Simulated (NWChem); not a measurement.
Molecule: SiPH$_{4}$, doublet; SMILES [SiH2]P

All runs: NWChem. Spin-unrestricted. In the optimisation the excess spin sits in a' (Cs, its own frame). All runs use the structure optimised with PBE0-D3(BJ)/def2-TZVP, spin-unrestricted. No stability test was run on the SCF state. Total energies compare along this basis series because the functional is fixed.

```
level             basis functions  energy (Ha)  highest occupied level (eV)  lowest empty minus highest occupied level, either spin (eV)  dipole (D)
----------------  ---------------  -----------  ---------------------------  -----------------------------------------------------------  ----------
PBE0/3-21G                     34    -629.6361                        -6.00                                                   (withheld)  (withheld)
PBE0/pcseg-1                   56    -632.9123                        -6.02                                                         3.35        0.87
PBE0/aug-pcseg-1               90    -632.9152                        -6.01                                                         3.35        0.65
PBE0/pcseg-2                  124    -632.9716                        -6.01                                                         3.36        0.83
PBE0/def2-TZVPP               140    -632.9625                        -5.99                                                         3.39        0.65
```

Question: Fill in the missing entries.

Answer: 
- PBE0/3-21G, lowest empty minus highest occupied level, either spin (eV): 3.22
- PBE0/3-21G, dipole (D): 1.16
